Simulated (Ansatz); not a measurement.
## HBr ··· N2

The pair of HBr (SMILES Br, atoms 1–2) and N2 (SMILES N#N, atoms 3–4), both closed shells, in one local arrangement (a lower one may exist), relaxed at PBE0-D4/def2-TZVP:

```
4
angstrom
Br 0.1627 -0.2474 -2.5364
H 0.0715 -0.1085 -1.1243
N -0.0826 0.1256 1.2894
N -0.1516 0.2302 2.3712
```

Computed with Ansatz 0.2.0 (basis: def2-TZVPPD, with def2-QZVPPD for the basis limit); correlated methods freeze the cores. Filled d shells of the heavier atoms are correlated. The def2 sets are not built for correlating such inner shells, so the correlated values are less sure here. B3LYP uses VWN-RPA correlation. Extrapolation: Hartree–Fock as exp(−7.88 √X), correlation as X^−2.97. Interaction energies count from these two fragments, frozen as in the pair, with the counterpoise correction; negative means bound.

What is the interaction energy by CCSD(T) at an estimated basis limit (MP2 extrapolated from triple and quadruple zeta, plus CCSD(T) − MP2 in triple zeta)? (To be estimated.)

Computed: -4.6 kJ/mol. Hartree–Fock alone gives 0.5 kJ/mol at the basis limit, so without correlation the pair would not bind at this distance. It counts from the two fragments frozen as in the pair.

The same quantity by other methods in triple zeta, and each one's difference from that estimate:
| method | E_int (kJ/mol) | difference |
| --- | --- | --- |
| PBE-D4 | -5.6 | -1.0 |
| revPBE-D4 | -4.3 | 0.3 |
| BLYP-D4 | -4.2 | 0.5 |
| r2SCAN-D4 | -3.4 | 1.2 |
| B97M-V | -4.6 | 0.1 |
| PBE0-D4 | -4.9 | -0.2 |
| B3LYP-D4 | -4.4 | 0.3 |
| HSE06-D4 | -4.9 | -0.3 |
| wB97X-V | -4.1 | 0.6 |
| wB97M-V | -3.8 | 0.9 |
| B2PLYP | -3.2 | 1.4 |
| HF | 0.5 | 5.2 |
| MP2 | -5.0 | -0.4 |
| CCSD | -3.2 | 1.4 |
| CCSD(T) | -3.9 | 0.7 |
Differences are method less estimate.

Which atoms make the shortest contact between the fragments?

H2 and N3, 2.43 Å apart.

Basis-set superposition shift (counterpoise-corrected less uncorrected): CCSD(T) 2.3; MP2 2.3; HF 0.4; PBE0-D4 0.5; wB97M-V 0.4 kJ/mol.

T1 diagnostic: at most 0.014.

For scale, one of the runs: CCSD(T)/def2-TZVPPD, 148 basis functions (an equivalent command: `ansatz run in.yaml --threads 2`). Time: 10 s of wall clock on 2 CPU threads; the host was shared. Peak host memory: 0.71 GiB.
